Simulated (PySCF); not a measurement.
**Two-component Hartree-Fock for Ta⁻ (tantalum, charge -1)**

Start: [Xe] 4f14 5d4 6s2; 5d3/2 filled at m_j = -3/2, -1/2, +1/2, +3/2. Calculated with PySCF 2.14 in x2c-TZVPall-2c with one added diffuse shell each of s, p, d type (12s12p11d2f, 117 functions): generalised Hartree-Fock with the X2C-1e Hamiltonian and a Gaussian nucleus; one run each with spin-orbit coupling (SO) switched off, then screened by Boettger's factors.

```tsv
spinor shell	electrons	ε, spin-free (eV)	ε, screened SO (eV)	weight of nominal j (screened SO)	rms radius, screened SO (bohr)
1s1/2	2	-67768.7	-67748.8	1.000	0.0211
2s1/2	2	-11777.5	-11771.2	1.000	0.0853
2p1/2	2	-10322.5	-11228.7	1.000	0.0726
2p3/2	4	-10322.5	-9952.9	1.000	0.0799
3s1/2	2	-2753.8	-2751.7	1.000	0.218
3p1/2	2	-2313.5	-2510.9	1.000	0.210
3p3/2	4	-2313.5	-2231.4	1.000	0.225
3d3/2	4	-1794.4	-1829.5	1.000	0.199
3d5/2	6	-1794.4	-1769.1	1.000	0.203
4s1/2	2	-587.53	-586.79	1.000	0.488
4p1/2	2	-440.46	-486.25	1.000	0.497
4p3/2	4	-440.46	-421.18	1.000	0.530
4d3/2	4	-248.46	-255.52	1.000	0.557
4d5/2	6	-248.46	-243.09	1.000	0.569
5s1/2	2	-80.138	-79.945	1.000	1.19
5p1/2	2	-41.622	-49.213	0.944	1.35
5p3/2	4	-41.622	-38.252	0.970	1.43
4f5/2	6	-33.566	-34.395	0.990	0.706
4f7/2	8	-33.566	-32.314	0.993	0.707
5d3/2	4	-2.626	-2.640	0.577	2.61
6s1/2	2	-1.482	-1.463	0.989	5.93
```

```json
{"quantity": "E (hartree)", "spin-free": "-15592.95126", "screened SO": "-15610.31175"}
{"quantity": "M_J", "spin-free": "0", "screened SO": "0"}
{"quantity": "⟨J²⟩", "spin-free": "4.437", "screened SO": "3.884"}
{"quantity": "⟨L²⟩", "spin-free": "6.028", "screened SO": "6.046"}
{"quantity": "⟨S²⟩", "spin-free": "6.409", "screened SO": "6.406"}
```

At GHF the highest occupied level has a positive energy, so only the finite basis holds that electron. The determinant has a definite M_J but mixes levels of different J.

Each row is a mean over spinors that exchange with the open shell spreads, by up to 3.346 eV (5p3/2).

Rows whose weight is well below 1 are mixtures of j = l ± 1/2: exchange outweighs spin-orbit coupling there, and the label is only the starting occupation.

Breit and QED terms are absent; they matter most for the inner s and p1/2 levels.

Densities and radii are taken from the X2C orbitals without a picture-change correction, which distorts them close to the nucleus.

Without spin-orbit coupling the j labels of p, d and f shells carry no meaning; the spin-free column gives the mean over the occupied spinors of each nl shell, and its ⟨J²⟩ belongs to a mixture of degenerate components.
